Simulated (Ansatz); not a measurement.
The same hydrogen abstraction along the group C, Si, Ge, Sn.

Gas-phase electronic energies from Ansatz, PBE0-D4/def2-TZVP geometries. CBS: MP2 limit from def2 TZ/QZ plus the TZ coupled-cluster correction, frozen cores. Small cases extrapolate CCSD(T) itself. Functionals use def2-TZVPP. Open shells (•) are unrestricted, without spin–orbit coupling. Spin–orbit coupling would lower the free atoms: a little for F. Elements past krypton have def2 core potentials. For Ge, Sn outer-core shells are correlated without core-valence functions, so the limit isn't a true one: a few kJ/mol of doubt a bond, and 10 to 20 or more in all where bonds break to atoms. Scalar relativity is left out up to krypton.

| reaction | ωB97X-V (kJ/mol) |
| --- | --- |
| `FCF` + F• → `F[CH]F`• + H–F | -129 |
| `F[SiH2]F` + F• → `F[SiH]F`• + H–F | -154 |
| `[F][GeH2][F]` + F• → `[F][GeH][F]`• + H–F | -199 |
| `[F][SnH2][F]` + F• → `[F][SnH][F]`• + H–F | -249 |

(1) Give the CCSD(T)/CBS values in the same order. (An estimate is asked.)

Largest T1 diagnostic: 0.018, for `[F][SnH][F]`•.

Extrapolated directly: `F[SiH2]F` + F• → `F[SiH]F`• + H–F.

Results:

(1) The calculation gave: -137, -167, -208, -263 kJ/mol.
